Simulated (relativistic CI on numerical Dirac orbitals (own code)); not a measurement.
Charge states of oxygen

Method of calculation: Dirac-Coulomb-Breit CI, KLI orbitals optimised for each configuration, model QED, valence Slater integrals scaled by 0.9 (own radial code, finite nucleus).

Each species is treated in one configuration, given outside its closed core. Radial values are for the open shell of highest l, unscaled and averaged over j; ζ includes the Breit term. Labels give the leading LS character, summed over repeated terms.

```
Ion  Configuration  Its lowest level  LS weight (%)  ζ (cm⁻¹)  ⟨r⟩ (bohr)  ⟨r²⟩ (bohr²)  Next level  E (cm⁻¹)
  O        2s2.2p4              3P_2            100     144.6       1.243         2.019        3P_1    155.35
 O+        2s2.2p3           4S°_3/2            100     178.1       1.101         1.535     2D°_5/2     27003
O2+        2s2.2p2              3P_0            100     216.7      0.9982         1.239        3P_1     113.8
O3+         2s2.2p           2P°_1/2            100     261.2      0.9185         1.037     2P°_3/2    393.19
O4+            2s2              1S_0            100                                                          
O5+             2s            2S_1/2            100                0.8928        0.9311                      
O6+            1s2              1S_0            100
```

With one configuration, terms of near-neutral atoms and ions can be 10 to 25 % off, and close levels can change places.
